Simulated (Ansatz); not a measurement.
Ligand-field states of NiF₂ at its PBE-D4/def2-TZVP geometry (relaxed as a triplet).

```xyz
3

Ni    0.000    0.000    0.000
F     1.662   -0.357    0.195
F    -1.662    0.357   -0.195
```

CASSCF(8,5) on the Ni 3d shell in def2-TZVP, averaged with equal weights over 10 triplets and 15 singlets, then SC-NEVPT2; Ansatz, no spin–orbit coupling. The space holds no ligand orbitals and no second d shell, so covalent complexes are described poorly.

(1) Estimate the states' energies above the lowest.

## Answers

(1) 
| state | CASSCF (cm⁻¹) | NEVPT2 (cm⁻¹) |
| --- | --- | --- |
| triplet 1 | 0 | 162 |
| triplet 2 | 0 | 162 |
| triplet 3 | 694 | 0 |
| triplet 4 | 1856 | 3994 |
| triplet 5 | 1856 | 3994 |
| triplet 6 | 5121 | 6668 |
| triplet 7 | 5121 | 6668 |
| triplet 8 | 19059 | 17419 |
| triplet 9 | 19059 | 17419 |
| triplet 10 | 29024 | 29522 |
| singlet 1 | 13496 | 11498 |
| singlet 2 | 15801 | 14197 |
| singlet 3 | 15801 | 14197 |
| singlet 4 | 16233 | 14362 |
| singlet 5 | 16233 | 14362 |
| singlet 6 | 23660 | 22619 |
| singlet 7 | 23660 | 22619 |
| singlet 8 | 23943 | 22282 |
| singlet 9 | 24364 | 22908 |
| singlet 10 | 24364 | 22908 |
| singlet 11 | 29955 | 29304 |
| singlet 12 | 29955 | 29304 |
| singlet 13 | 36278 | 37926 |
| singlet 14 | 36278 | 37926 |
| singlet 15 | 64186 | 57513 |
The lowest NEVPT2 state is a triplet. Run time 20 s (2 threads of Intel Xeon Platinum 8488C on a shared host).
